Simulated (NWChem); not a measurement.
# Basis-set convergence for silylphosphine (H$_{5}$PSi)

```xyz
7

Si    -1.0696     0.0961     0.2180
P      1.1216    -0.0780    -0.3405
H     -1.8380    -0.8813    -0.6103
H     -1.5242     1.4789    -0.1182
H     -1.3479    -0.1683     1.6629
H      1.2980    -1.3145     0.3545
H      1.5631     0.7102     0.7671
```
Charge 0, spin multiplicity 1.

The numbers come from NWChem runs, not from measurements. The geometry was optimised at PBE0/def2-SVP, a minimum by its harmonic frequencies.

Quantity: dipole moment at the level B3LYP.

B3LYP has NWChem's definition, with VWN1-RPA local correlation. The Pople sets run with spherical d functions.

```json
[
 {"basis": "3-21G", "functions": "36", "dipole moment (D)": "(withheld)"},
 {"basis": "6-31G*", "functions": "46", "dipole moment (D)": "0.90"},
 {"basis": "pcseg-1", "functions": "61", "dipole moment (D)": "0.88"},
 {"basis": "def2-SVP", "functions": "61", "dipole moment (D)": "0.74"},
 {"basis": "6-311G**", "functions": "82", "dipole moment (D)": "0.81"},
 {"basis": "6-311++G**", "functions": "95", "dipole moment (D)": "0.81"},
 {"basis": "def2-TZVP", "functions": "104", "dipole moment (D)": "0.60"},
 {"basis": "def2-TZVPD", "functions": "131", "dipole moment (D)": "(withheld)"},
 {"basis": "cc-pVTZ", "functions": "138", "dipole moment (D)": "0.60"},
 {"basis": "pcseg-2", "functions": "138", "dipole moment (D)": "(withheld)"}
]
```

**Question.** Fill in the missing entries.

**Answer.** 
- 3-21G, dipole moment (D): 1.27
- def2-TZVPD, dipole moment (D): 0.58
- pcseg-2, dipole moment (D): 0.70
